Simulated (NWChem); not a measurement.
System: CH$_{4}$STe; SMILES CS[TeH]

Output (shortened):

```
             Northwest Computational Chemistry Package (NWChem) 7.3.0
             --------------------------------------------------------

 C1  symmetry detected

                             Geometry "geometry" -> ""
                             -------------------------

 Output coordinates in angstroms (scale by  1.889725989 to convert to a.u.)

  No.       Tag          Charge          X              Y              Z
 ---- ---------------- ---------- -------------- -------------- --------------
    1 Te                  52.0000     0.02631999     0.85010325     0.02653401
    2 H                    1.0000     0.18652121     1.01027633    -1.63259822
    3 S                   16.0000    -0.66283781    -1.45354664     0.00446419
    4 C                    6.0000     0.90520044    -2.36854916     0.01864210
    5 H                    1.0000     1.47735212    -2.20676508    -0.90513550
    6 H                    1.0000     0.62325001    -3.43118786     0.08237776
    7 H                    1.0000     1.51843940    -2.10965099     0.89230754

 Effective nuclear repulsion energy (a.u.)     323.2601414674

                                 NWChem DFT Module
                                 -----------------

 Summary of "ao basis" -> "ao basis" (spherical)
 ------------------------------------------------------------------------------
       Tag                 Description            Shells   Functions and Types
 ---------------- ------------------------------  ------  ---------------------
 Te                         def2-svp                10       26   4s4p2d
 H                          def2-svp                 3        5   2s1p
 S                          def2-svp                 8       18   4s3p1d
 C                          def2-svp                 6       14   3s2p1d

            General Information
            -------------------
          SCF calculation type: DFT
          Wavefunction type:  closed shell.
          No. of atoms     :     7
          No. of electrons :    50
           Alpha electrons :    25
            Beta electrons :    25
          Charge           :     0
          Spin multiplicity:     1
          Use of symmetry is: off; symmetry adaption is: off
          Maximum number of iterations: 150
          AO basis - number of functions:    78
                     number of shells:    36
          Convergence on energy requested:  1.00D-06
          Convergence on density requested:  1.00D-05
          Convergence on gradient requested:  5.00D-04

              XC Information
              --------------
                       M06-2X Method XC Functional
                     Hartree-Fock (Exact) Exchange  0.540
                        M06-2X Exchange Functional  1.000
                      M06-2X Correlation Potential  1.000

             Grid Information
             ----------------
          Grid used for XC integration:  xcoarse
          Radial quadrature: Mura-Knowles
          Angular quadrature: Lebedev.
          Tag              B.-S. Rad. Rad. Pts. Rad. Cut. Ang. Pts.
          ---              ---------- --------- --------- ---------
          Te                  1.40       84          11.0       194
          H                   0.35       21          11.0       194
          S                   1.00       42           8.0       194
          C                   0.70       21          10.0       194
          Grid pruning is: on
          Number of quadrature shells:   231
          Spatial weights used:  Erf1

      Superposition of Atomic Density Guess
      -------------------------------------

 Sum of atomic energies:        -748.19296342

      Non-variational initial energy
      ------------------------------

 Total energy =    -704.887814
 1-e energy   =   -1421.601257
 2-e energy   =     539.510944
 HOMO         =      -0.241762
 LUMO         =      -0.030023

     ---------------------------------------------
      Total Density - Mulliken Population Analysis
     ---------------------------------------------

    Atom       Charge   Shell Charges
 -----------   ------   -------------------------------------------------------
    1 Te  24    23.96   1.77  0.27  1.20  0.64  2.88  3.15  2.00  1.98  9.84  0.22
    2 H    1     0.90   0.58  0.31  0.01
    3 S   16    16.25   2.00  1.99  1.20  0.68  5.94  1.70  2.69  0.05
    4 C    6     6.23   1.99  0.95  0.25  1.94  1.08  0.02
    5 H    1     0.89   0.67  0.19  0.02
    6 H    1     0.89   0.67  0.19  0.02
    7 H    1     0.89   0.67  0.19  0.02

   convergence    iter        energy       DeltaE   RMS-Dens  Diis-err
 ---------------- ----- ----------------- --------- --------- ---------
 d= 0,ls=0.0,diis     1   -706.4167059272 -8.84D+02  6.40D-03  1.54D-01
 d= 0,ls=0.0,diis     2   -706.4364188779 -1.97D-02  2.28D-03  2.89D-02
 d= 0,ls=0.0,diis     3   -706.4394591964 -3.04D-03  7.27D-04  4.76D-03
 d= 0,ls=0.0,diis     4   -706.4400920706 -6.33D-04  2.17D-04  3.54D-04
 d= 0,ls=0.0,diis     5   -706.4401417637 -4.97D-05  5.92D-05  8.71D-06
  Resetting Diis
 d= 0,ls=0.0,diis     6   -706.4401436732 -1.91D-06  1.46D-05  4.69D-07
 d= 0,ls=0.0,diis     7   -706.4401437840 -1.11D-07  3.68D-06  2.01D-08

[...]

                         DFT ENERGY GRADIENTS

    atom               coordinates                        gradient
                 x          y          z           x          y          z
   1 Te      0.049738   1.606462   0.050142   -0.000363   0.000576  -0.006085
   2 H       0.352474   1.909145  -3.085163   -0.000368  -0.000646   0.005998
   3 S      -1.252582  -2.746805   0.008436   -0.000030   0.001235   0.000107
   4 C       1.710581  -4.475909   0.035228    0.000998  -0.000887   0.000031
   5 H       2.791791  -4.170181  -1.710458   -0.000014  -0.000039  -0.000044
   6 H       1.177772  -6.484005   0.155671   -0.000157  -0.000179   0.000058
   7 H       2.869434  -3.986662   1.686217   -0.000066  -0.000060  -0.000065
```

Level: M06-2X/def2-SVP with def2 effective core potentials on Te. Geometry: optimised at PBE0/def2-SVP. def2 effective core potentials on Te; no spin-orbit coupling.

### Question
Reconstruct the input file.

### Answer
This is not unique; one that fits is the input that was run:
```
start job
memory heap 200 mb stack 900 mb global 1100 mb
geometry units angstroms noautoz
  Te    -0.000595     0.855561     0.023222
  H      0.171439     1.017003    -1.634602
  S     -0.665888    -1.455042    -0.003748
  C      0.911285    -2.353908     0.023452
  H      1.489239    -2.186467    -0.895694
  H      0.639739    -3.419369     0.085217
  H      1.514713    -2.088540     0.901994
end
basis spherical
  Te library def2-svp
  H library def2-svp
  S library def2-svp
  C library def2-svp
end
ecp
  Te library def2-ecp
end
dft
  xc m06-2x
  grid xcoarse
  iterations 150
  mulliken
end
task dft gradient
```
